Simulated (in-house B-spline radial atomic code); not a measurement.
## RPA and G0W0 on wB97X: Xe VIII (Xe7+)

Configuration [Kr] 4d10 5s1, highest spin, mean-field start wB97X. Computed with an all-electron radial atomic-structure program (B-spline basis): all electrons, non-relativistic, point nucleus, each spin shell either full or empty, empty states to l = 9 with an (l + 1/2)⁻⁴ tail; G0W0 by contour deformation at full frequency.

Without relativity these are model numbers: it shifts the levels of so heavy an element strongly and can reorder them.

Command:
```bash
python run_gw.py task.json out
```
Settings (radii: box in bohr, nucleus in fm):
```
Z                        54
electrons                47
configuration            [Kr] 4d10 5s1
hamiltonian              nr
method                   wb97x
lmax                     9
spin_polarised           True
box_radius               8.41
intervals                51
ion_configuration        [Kr] 4d10
```

Cost of the run: 9.5 s on 1 thread of Arm Neoverse N1 (shared host).

Energies (hartree):

```json
{"term": "mean-field total", "value": "-7223.40454"}
{"term": "Hartree-Fock functional on these orbitals", "value": "-7220.83350"}
{"term": "direct second order", "value": "-4.0491"}
{"term": "second-order exchange", "value": "1.1143"}
{"term": "SOSEX correction", "value": "1.0518"}
```

What is the RPA correlation energy, and what remains with SOSEX?

RPA gives -3.6394 hartree (-2.11 eV per electron); RPA + SOSEX gives -2.5875, and the second-order doubles -2.9348 hartree (no singles). RPA lacks exchange-type terms and so overcorrelates at short range.

Quasi-particle levels (eV):

| level | occupied | mean field | Σx - vxc | Σc | QP weight | G0W0 |
| --- | --- | --- | --- | --- | --- | --- |
| 5s up | yes | -100.43 | -0.42 | ? | ? | ? |
| 4d down | yes | -158.29 | -6.92 | 0.22 | 0.967 | -164.99 |
| 4d up | yes | -158.50 | -7.06 | 0.29 | 0.957 | -165.27 |
| 5s down | no | -89.23 | 3.35 | -2.83 | 0.973 | -88.71 |

G0W0 = mean field + (Σx - vxc) + Σc, with Σc (partial-wave tail included) taken at the quasi-particle energy. Only the outer levels were computed. Levels of low weight are left out.

Where does G0W0 put 5s up?

At -103.08 eV, with Σc = -2.22 eV and a quasi-particle weight of 0.979. The tabulated removal energy is 105.978 ± 0.0025 eV (NIST, measured); the calculation leaves out relativity, Breit and QED terms, and what these don't explain is the method's own error.

What does it cost to remove one electron (to [Kr] 4d10) by differences of total energies, each species on its own start (correlation terms add to the Hartree-Fock functional)?

wB97X 101.76 eV, Hartree-Fock functional 100.72 eV, + RPA 102.82 eV, + RPA + SOSEX 102.18 eV, + second order 102.98 eV. Tabulated: 105.978 ± 0.0025 eV (NIST, measured); the calculation leaves out relativity, Breit and QED terms, and what these don't explain is the method's own error.
